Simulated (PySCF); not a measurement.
C$_{4}$H$_{5}$ (SMILES C1[C@-]2C[C@H]12), charge -1, singlet, at a GFN2-xTB geometry (in this run its highest filled SCF level lies above zero, so its values depend strongly on the basis, on diffuse functions most of all). Base run: BLYP/cc-pVDZ (PySCF).

PySCF was given this input:
```python
from pyscf import gto, scf, dft

mol = gto.Mole()
mol.atom = '''
    C     0.018388    1.092612    0.317932
    C     0.043221   -1.098873    0.292968
    C     0.863642    0.014546   -0.417822
    C    -0.646975   -0.002427   -0.430534
    H    -0.115419    1.126840    1.415201
    H    -0.006769    2.101571   -0.114359
    H    -0.089492   -1.161107    1.389138
    H     0.040819   -2.098035   -0.162198
    H    -1.498802   -0.004419   -1.103040
'''
mol.basis = 'cc-pvdz'
mol.charge = -1
mol.spin = 0
mol.verbose = 4
mol.build()

mf = dft.RKS(mol)
mf.xc = 'blyp'
mf.kernel()
```

Each row names what was changed in the base input (with any setting that the change needs).

```tsv
change	ΔE vs base (µEh)	fitting functions
base	0.0	-
auxbasis = even-tempered beta=3.0	-352	391
auxbasis = def2-svp-ri	-5922	262
auxbasis = cc-pvtz-jkfit	-71.2	466
auxbasis = default (with mf = mf.density_fit())	-189	395
auxbasis = def2-universal-jfit	-135	251
auxbasis = even-tempered beta=1.6	-3.3	866
auxbasis = even-tempered beta=2.0	-11.8	600
auxbasis = def2-tzvp-ri	-214	379
auxbasis = def2-universal-jkfit	-85.7	390
```

A fitting set is made for a task (jfit for Coulomb, jkfit for Coulomb and exchange, ri for correlation) and for a family of orbital bases.
